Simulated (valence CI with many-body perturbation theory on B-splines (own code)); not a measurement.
# Rh¹³⁺: calculated level list

Computed by relativistic CI+MBPT: four valence electrons over a frozen Dirac-Fock core [Ar] 3d10, radial functions for each j: 11 s, 11 p, 10 d, 8 f, 5 g, 2 h, with the one-electron correlation potential Σ1 (screened to all orders), the two-electron term Σ2, the three-electron term Σ3, Breit, model QED; selected single and double excitations, second order for the rest, scaled by the run's own slope (own B-spline code, finite nucleus).

No measured spectrum was set against this ion. As an estimate, levels hold to about 250 cm⁻¹ or 0.2 % of their energy and the worst to 1 %, as in measured heavy ions of charge 2 to 7; those with d or f electrons hold less well. Among the levels kept, up to 600 cm⁻¹ of a level comes from second order outside the variational space, and about a tenth of that is noise between levels of different J, which matters for small intervals.

Levels 1 to 45 of 176, with energies above the lowest level, 4s2 4p2 3P_0. "Leading %" is the weight of the configuration and term that name the level; weights of strongly mixed levels are sums over their largest components and can fall short, so below about 35 % the name and the second component can differ from the true leading terms, or belong to a minority configuration. In the jj column 3d3/2^4 stands for four electrons in 3d with j = 3/2.

```
No.  Configuration  Term  J  E (cm⁻¹)  Leading %      g                   Leading jj
  1        4s2 4p2    3P  0         0         85                 4s^2 4p1/2^2 (93 %)
  2        4s2 4p2    3P  1     31085         98  1.500      4s^2 4p1/2 4p3/2 (98 %)
  3        4s2 4p2    3P  2     43400         59  1.299      4s^2 4p1/2 4p3/2 (91 %)
  4        4s2 4p2    1D  2     85523         58  1.201          4s^2 4p3/2^2 (91 %)
  5        4s2 4p2    1S  0    120300         84                 4s^2 4p3/2^2 (92 %)
  6         4s 4p3   5S°  2    263550         89  1.943      4s 4p1/2^2 4p3/2 (51 %)
  7         4s 4p3   3D°  1    319490         73  0.695      4s 4p1/2^2 4p3/2 (59 %)
  8         4s 4p3   3D°  2    323080         72  1.266      4s 4p1/2 4p3/2^2 (64 %)
  9         4s 4p3   3D°  3    335500         93  1.333      4s 4p1/2 4p3/2^2 (93 %)
 10         4s 4p3   3P°  0    365160         94             4s 4p1/2 4p3/2^2 (94 %)
 11         4s 4p3   3P°  1    369840         74  1.353      4s 4p1/2 4p3/2^2 (72 %)
 12         4s 4p3   3P°  2    374640         47  1.328      4s 4p1/2 4p3/2^2 (40 %)
 13         4s 4p3   1D°  2    413740         56  1.126            4s 4p3/2^3 (47 %)
 14         4s 4p3   3S°  1    420620         60  1.623      4s 4p1/2 4p3/2^2 (66 %)
 15         4s 4p3   1P°  1    468460         56  1.326            4s 4p3/2^3 (69 %)
 16      4s2 4p 4d   3F°  2    480910         90  0.695      4s^2 4p1/2 4d3/2 (85 %)
 17      4s2 4p 4d   3F°  3    498310         92  1.091      4s^2 4p1/2 4d5/2 (66 %)
 18      4s2 4p 4d   3P°  2    522260         43  1.245      4s^2 4p1/2 4d5/2 (80 %)
 19      4s2 4p 4d   3F°  4    526570         98  1.250      4s^2 4p3/2 4d5/2 (98 %)
 20      4s2 4p 4d   3D°  1    532920         54  0.868      4s^2 4p1/2 4d3/2 (82 %)
 21      4s2 4p 4d   1D°  2    552690         41  1.106      4s^2 4p3/2 4d3/2 (43 %)
 22      4s2 4p 4d   3P°  0    560180         93             4s^2 4p3/2 4d3/2 (93 %)
 23      4s2 4p 4d   3P°  1    564630         60  1.155      4s^2 4p3/2 4d3/2 (82 %)
 24      4s2 4p 4d   3D°  3    566460         81  1.298      4s^2 4p3/2 4d5/2 (44 %)
 25      4s2 4p 4d   3D°  2    569800         50  1.289      4s^2 4p3/2 4d5/2 (51 %)
 26      4s2 4p 4d   1F°  3    606360         88  1.026      4s^2 4p3/2 4d5/2 (49 %)
 27      4s2 4p 4d   1P°  1    614980         83  0.976      4s^2 4p3/2 4d5/2 (75 %)
 28            4p4    3P  2    643370         60  1.378       4p1/2^2 4p3/2^2 (79 %)
 29            4p4    3P  0    672120         58              4p1/2^2 4p3/2^2 (68 %)
 30            4p4    3P  1    680960         76  1.496         4p1/2 4p3/2^3 (76 %)
 31            4p4    1D  2    689020         58  1.120         4p1/2 4p3/2^3 (76 %)
 32      4s 4p2 4d    5F  1    708150         87  0.119      4s 4p1/2^2 4d3/2 (58 %)
 33      4s 4p2 4d    5F  2    713250         78  1.086      4s 4p1/2^2 4d3/2 (35 %)
 34      4s 4p2 4d    5F  3    722520         71  1.314      4s 4p1/2^2 4d5/2 (38 %)
 35      4s 4p2 4d    5F  4    737770         80  1.370  4s 4p1/2 4p3/2 4d5/2 (79 %)
 36      4s 4p2 4d    5D  0    738250         92         4s 4p1/2 4p3/2 4d3/2 (88 %)
 37      4s 4p2 4d    5D  1    740390         87  1.412  4s 4p1/2 4p3/2 4d3/2 (77 %)
 38      4s 4p2 4d    5D  2    742160         67  1.361  4s 4p1/2 4p3/2 4d3/2 (65 %)
 39      4s 4p2 4d    5D  3    745060         50  1.371  4s 4p1/2 4p3/2 4d3/2 (49 %)
 40      4s 4p2 4d    5D  4    753230         59  1.406  4s 4p1/2 4p3/2 4d5/2 (48 %)
 41      4s 4p2 4d    5F  5    753440         91  1.383  4s 4p1/2 4p3/2 4d5/2 (62 %)
 42            4p4    1S  0    757250         54                      4p3/2^4 (58 %)
 43      4s 4p2 4d    3F  2    760600         85  0.743  4s 4p1/2 4p3/2 4d5/2 (37 %)
 44      4s 4p2 4d    3F  3    773400         72  1.178  4s 4p1/2 4p3/2 4d5/2 (55 %)
 45      4s 4p2 4d    3P  2    783400         70  1.458  4s 4p1/2 4p3/2 4d5/2 (61 %)
```

Names give the largest LS component (configuration and term), which can be under half, so a name can repeat, a term be missing and a line seem to break the LS rules; names also repeat where a configuration has a term twice.

The ionisation energy to 4s2 4p 2P°_1/2 of the next ion comes out as 307.07 eV (NIST: 306 ± 3 eV (theoretical)). All 176 levels together are meant to be complete up to 1236700 cm⁻¹.
